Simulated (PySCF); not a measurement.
# Reading the logs of faulty runs: B2GeH3O cation

All numbers below are calculated, not measured. The program is PySCF 2.14.0, an open-source quantum chemistry code, run on an isolated molecule that a program drew, which may never have been made. The molecule is B2GeH3O cation (charge +1, singlet), drawn as the SMILES string `O=B[B+][GeH3]`.

Each row is a Hartree-Fock (HF) and frozen-core CCSD(T) single point in the cc-pVDZ basis, meant for a local HF minimum. Run 1 is clean. Each other run has one planted mistake out of seven kinds, and not every kind appears here: one electron removed, one electron added, multiplicity raised by two, geometry at a saddle point, minimal basis STO-3G, one bond length entered in bohr, all coordinates scaled. The reference is restricted for singlets and unrestricted otherwise, and also for a bond in bohr. Adding or removing an electron swaps singlet and doublet. Electrons count all cores. HOMO and LUMO are orbital energies over both spins, the gradient is its largest component, and the lowest frequency (negative if imaginary) is given only where the gradient is small. Bond lengths are over the 6 bonds as drawn. T1 is the CCSD diagnostic: over 0.02 (restricted) or 0.045 (unrestricted) a single reference is doubtful. Germanium has the cc-pVDZ-PP basis, with a core potential (ECP10MDF) in place of its 10 inner electrons, and its 3s, 3p and 3d shells are frozen in CCSD(T).

Geometry of the clean run:
```xyz
7
B2GeH3O cation, angstrom
O    -1.0784    2.7606    1.1266
B    -0.9772    1.5964    1.2195
B    -0.8304   -0.0953    1.3557
Ge   -0.6462   -2.2268    1.5281
H     0.7183   -2.4771    0.9162
H    -1.8314   -2.7132    0.7172
H    -0.7441   -2.4324    3.0270
```

```
run  electrons  basis functions  <S^2>  HOMO (eV)  LUMO (eV)  gradient (hartree/bohr)  lowest frequency (cm^-1)  mean bond (Å)  longest bond (Å)      T1  HF (hartree)  CCSD(T) (hartree)                          mistake
  1         52               80  0.000     -18.84      -6.48                  2.5e-05                       125         1.5951             2.146  0.0249    -419.04081         -419.49966                         no fault
  2         52               80  2.013     -16.23      -9.12                  6.1e-02                         -         1.5951             2.146  0.0298    -418.93766         -419.37740       multiplicity raised by two
  3         52               80  1.719     -15.18      -6.35                  3.0e-02                         -         1.7690             2.215  0.0970    -418.79023         -419.21996  one bond length entered in bohr
  4         51               80  0.948     -23.53     -16.35                  9.7e-02                         -         1.5951             2.146  0.0471    -418.38790         -418.83653                                ?
```

**Which mistake was planted in run 4, and what did it cost?**

It counts 51 electrons, one fewer than the clean run, at the same geometry and basis. So the mistake is: one electron removed. Subtracting run 1 and multiplying by 627.51 kcal/mol a hartree, the energy moved by 409.7 kcal/mol in HF and 416.1 kcal/mol in CCSD(T).

Cautions from the logs. Run 1: T1 is over the limit, so its CCSD(T) energy is less reliable; run 3: T1 is over the limit, so its CCSD(T) energy is less reliable; run 4: T1 is over the limit, so its CCSD(T) energy is less reliable.
